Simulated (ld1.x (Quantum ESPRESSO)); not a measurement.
## Before and after: ultrasoft potential for Fe

```json
{
  "Element": "iron (Fe)",
  "Generator": "ld1.x (Quantum ESPRESSO) 7.5",
  "Type": "ultrasoft",
  "Functional": "PBE",
  "Relativity": "scalar-relativistic",
  "Frozen core": "[Ar]",
  "Valence charge": "8",
  "Reference configuration": "3d6 4s1.75 4p0 (charge +0.25)",
  "Partial waves": "4s (bound): rcut 2.05, rcutus 2.45 bohr; 4s channel at 3.9 Ry: rcut 2.05, rcutus 2.45 bohr; 4p (bound, empty): rcut 2.80, rcutus 3.65 bohr; 4p channel at 1.5 Ry: rcut 2.80, rcutus 3.65 bohr; 3d (bound): rcut 1.60, rcutus 1.90 bohr; 3d channel at -0.15 Ry: rcut 1.60, rcutus 1.90 bohr",
  "Local potential": "all-electron potential smoothed inside 3.05 bohr (lloc = -1)",
  "Core correction": "Bessel-smoothed model core, default radius (core density twice the valence density)",
  "Augmentation charge": "PSQ, radius 1.25 bohr"
}
```

Change: type PAW; local potential all-electron potential smoothed inside 2.35 bohr (lloc = -2); augmentation PSQ, inside the norm-conserving radii.

Cutoffs: the cutoffs (Ry, on a coarse ladder) from which the occupation-weighted sum of valence levels, in a spherical-Bessel basis at the reference potential, stays within 10 and 1 mRy of its value at 400 Ry; they do not see the model core or the augmentation charge, which bear on the density cutoff. Errors are all-electron minus pseudo energies relative to the spin-unpolarised reference configuration.

**Question.** Predict the effect on cutoff, ghosts and configuration errors.

**Answer.** The potential gets neither clearly harder nor softer (30 Ry and 45 Ry → 30 Ry and 45 Ry); of the 7 tests that both files solve, the error grows in 2 and shrinks in 0 by more than 15 % and 0.3 meV (median size 1.1 → 1.8 meV); neither file shows a bound ghost. Several settings change at once here, so the effects cannot be laid on one of them.

| quantity | base | changed |
| --- | --- | --- |
| cutoff, loose | 30 Ry | 30 Ry |
| cutoff, tight | 45 Ry | 45 Ry |
| bound ghosts | none | none |
| error for 3d6 4s2 4p0, meV [ΔE -1.53 eV] | +0.1 | +0.1 |
| error for 3d6 4s1 4p0, meV [ΔE 7.20 eV] | -1.1 | -1.8 |
| error for 3d6 4s0 4p0, meV [ΔE 23.40 eV] | -4.9 | -11 |
| error for 3d6 4s1.5 4p0, meV [ΔE 1.95 eV] | -0.2 | -0.3 |
| error for 3d7 4s1 4p0, meV [ΔE -2.32 eV] | -71 | -76 |
| error for 3d6.5 4s1.5 4p0, meV [ΔE -2.26 eV] | -21 | -23 |
| error for 3d6 4s1 4p1, meV [ΔE 2.58 eV] | -0.2 | -0.4 |
| s: phases at 3.95 bohr within 0.05 rad from the reference energy up to (Ry; the scan ends near 5) | to the end of the scan | to the end of the scan |
| p: phases at 3.95 bohr within 0.05 rad from the reference energy up to (Ry; the scan ends near 5) | 2.9 | 3.0 |
| d: phases at 3.95 bohr within 0.05 rad from the reference energy up to (Ry; the scan ends near 5) | 2.5 | 2.6 |
| lowest overlap eigenvalue by channel | s 0.70, p 0.60, d 1.00 | s 0.71, p 0.60, d 1.00 |
